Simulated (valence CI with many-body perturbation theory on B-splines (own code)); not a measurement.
**Sc VI: calculated level list**

Method: valence CI with perturbative core correlation (CI+MBPT): six valence electrons over a frozen Dirac-Fock core [Ne], a basis of 9 s, 9 p, 8 d, 6 f, 3 g, 1 h functions for each j, with the one-electron correlation potential Σ1, the two-electron term Σ2, the three-electron term Σ3, Breit, model QED; selected CI, second order for the rest, scaled by the run's own slope (own B-spline code, finite nucleus).

Against 8 measured levels this calculation errs by 129 cm⁻¹ on average and by 326 at most. These come from a selection out of Sugar and Corliss, J. Phys. Chem. Ref. Data 9, 473 (1980). Levels without a partner in it may be off by more. Among the levels kept, up to 970 cm⁻¹ of a level comes from second order outside the variational space, and about a tenth of that is noise between levels of different J, which matters for small intervals. 1 measured level below the end of the list, from 288026 cm⁻¹ on, found no clear computed partner, and computed levels of the same name lie up to 2025 cm⁻¹ from them.

Levels 1 to 35 of 35, with energies above the lowest level, 3s2 3p4 3P_2. "Leading %" is the weight of the configuration and term that name the level; weights of strongly mixed levels are sums over their largest components and can fall short. In the jj column 3d3/2^4 stands for four electrons in 3d with j = 3/2. Lifetimes count E1, E2, E3, M1 and M2 decay at the calculated energies, and are blank where another channel may lead or the interval is too uncertain; long ones can be off by a factor of two.

```tsv
No.	Configuration	Term	J	E (cm⁻¹)	Leading %	Leading jj	Lifetime	Second component
1	3s2 3p4	3P	2	0	94	3s^2 3p1/2^2 3p3/2^2 (72 %)		
2	3s2 3p4	3P	1	3348	95	3s^2 3p1/2 3p3/2^3 (95 %)	1.19 s	
3	3s2 3p4	3P	0	4480	94	3s^2 3p3/2^4 (55 %)	12.8 s	
4	3s2 3p4	1D	2	21541	94	3s^2 3p1/2 3p3/2^3 (72 %)	197 ms	
5	3s2 3p4	1S	0	49550	92	3s^2 3p1/2^2 3p3/2^2 (53 %)	18.0 ms	
6	3s 3p5	3P°	2	175170	77	3s 3p1/2^2 3p3/2^3 (77 %)	892 ps	19 % 3s2 3p3 3d 3P°
7	3s 3p5	3P°	1	178030	77	3s 3p1/2 3p3/2^4 (48 %)	871 ps	19 % 3s2 3p3 3d 3P°
8	3s 3p5	3P°	0	179610	77	3s 3p1/2 3p3/2^4 (77 %)	868 ps	19 % 3s2 3p3 3d 3P°
9	3s 3p5	1P°	1	224460	53	3s 3p1/2^2 3p3/2^3 (33 %)	325 ps	43 % 3s2 3p3 3d 1P°
10	3s2 3p3 3d	5D°	0	238240	96	3s^2 3p1/2 3p3/2^2 3d3/2 (52 %)	90.0 ns	
11	3s2 3p3 3d	5D°	1	238270	96	3s^2 3p1/2 3p3/2^2 3d3/2 (49 %)	103 ns	
12	3s2 3p3 3d	5D°	2	238320	96	3s^2 3p1/2 3p3/2^2 3d3/2 (38 %)	153 ns	
13	3s2 3p3 3d	5D°	3	238400	96	3s^2 3p1/2 3p3/2^2 3d5/2 (29 %)	369 ns	
14	3s2 3p3 3d	5D°	4	238540	96	3s^2 3p1/2 3p3/2^2 3d5/2 (54 %)		
15	3s2 3p3 3d	3D°	2	256250	93	3s^2 3p1/2^2 3p3/2 3d5/2 (30 %)	90.2 ns	
16	3s2 3p3 3d	3D°	3	256360	94	3s^2 3p1/2 3p3/2^2 3d5/2 (63 %)	620 ns	
17	3s2 3p3 3d	3D°	1	256790	95	3s^2 3p1/2 3p3/2^2 3d5/2 (47 %)	81.3 ns	
18	3s2 3p3 3d	1S°	0	262610	94	3s^2 3p1/2 3p3/2^2 3d5/2 (55 %)	119 ns	
19	3s2 3p3 3d	3F°	2	262950	93	3s^2 3p1/2 3p3/2^2 3d3/2 (54 %)	600 ns	
20	3s2 3p3 3d	3F°	3	263970	94	3s^2 3p1/2 3p3/2^2 3d3/2 (46 %)	234 ns	
21	3s2 3p3 3d	3F°	4	265220	95	3s^2 3p1/2 3p3/2^2 3d5/2 (66 %)		
22	3s2 3p3 3d	3G°	3	279610	94	3s^2 3p1/2 3p3/2^2 3d3/2 (39 %)	106 ns	
23	3s2 3p3 3d	3G°	4	279860	94	3s^2 3p1/2 3p3/2^2 3d3/2 (43 %)		
24	3s2 3p3 3d	3G°	5	280210	96	3s^2 3p1/2 3p3/2^2 3d5/2 (96 %)		
25	3s2 3p3 3d	1G°	4	286120	94	3s^2 3p1/2 3p3/2^2 3d3/2 (42 %)		
26	3s2 3p3 3d	1D°	2	290050	93	3s^2 3p1/2 3p3/2^2 3d3/2 (25 %)	1.69 ns	
27	3s2 3p3 3d	3F°	4	301180	92	3s^2 3p3/2^3 3d5/2 (43 %)	9.91 ms	
28	3s2 3p3 3d	3F°	3	301560	93	3s^2 3p1/2 3p3/2^2 3d5/2 (39 %)	44.0 ns	
29	3s2 3p3 3d	3F°	2	302150	93	3s^2 3p1/2 3p3/2^2 3d3/2 (62 %)	48.1 ns	
30	3s2 3p3 3d	3P°	0	302830	93	3s^2 3p1/2^2 3p3/2 3d3/2 (56 %)	2.33 ns	
31	3s2 3p3 3d	3D°	1	303570	82	3s^2 3p1/2^2 3p3/2 3d3/2 (50 %)	1.54 ns	10 % 3s2 3p3 3d 3P°
32	3s2 3p3 3d	3P°	1	303770	81	3s^2 3p1/2^2 3p3/2 3d5/2 (40 %)	1.38 ns	12 % 3s2 3p3 3d 3D°
33	3s2 3p3 3d	3D°	2	305480	89	3s^2 3p1/2 3p3/2^2 3d5/2 (30 %)	1.79 ns	
34	3s2 3p3 3d	3P°	2	306130	89	3s^2 3p1/2 3p3/2^2 3d5/2 (53 %)	726 ps	
35	3s2 3p3 3d	3D°	3	308000	93	3s^2 3p3/2^3 3d5/2 (43 %)	3.15 ns
```

Names give the largest LS component (configuration and term), which can be under half, so a name can repeat, a term be missing and a line seem to break the LS rules; names also repeat where a configuration has a term twice.

The ionisation energy to 3s2 3p3 4S°_3/2 of the next ion comes out as 110.92 eV (NIST: 110.68 ± 0.05 eV (semi-empirical)). All 35 levels together are meant to be complete up to 313070 cm⁻¹.
